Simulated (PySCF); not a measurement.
A structure optimised at PBE0-D3(BJ)/def2-SVP, used in a PySCF frequency run:

```xyz
10

B      0.1163    -0.1369     0.0000
O      1.1800     0.6946     0.0000
C      1.0541     2.0958     0.0000
H      0.5153     2.4490    -0.8952
H      0.5153     2.4490     0.8952
H      2.0628     2.5302     0.0000
S      0.3959    -1.9320     0.0000
H      1.7430    -1.8375     0.0000
S     -1.5815     0.5333     0.0000
H     -2.2118    -0.6591     0.0000
```
Charge 0, spin multiplicity 1.

**Question.** Write its SMILES, formula and point group.

**Answer.** COB(S)S, CH₅BOS₂, Cs

**Question.** What are its rotational constants (standard atomic weights)?

**Answer.** 3.7473, 2.3649, 1.4634 GHz
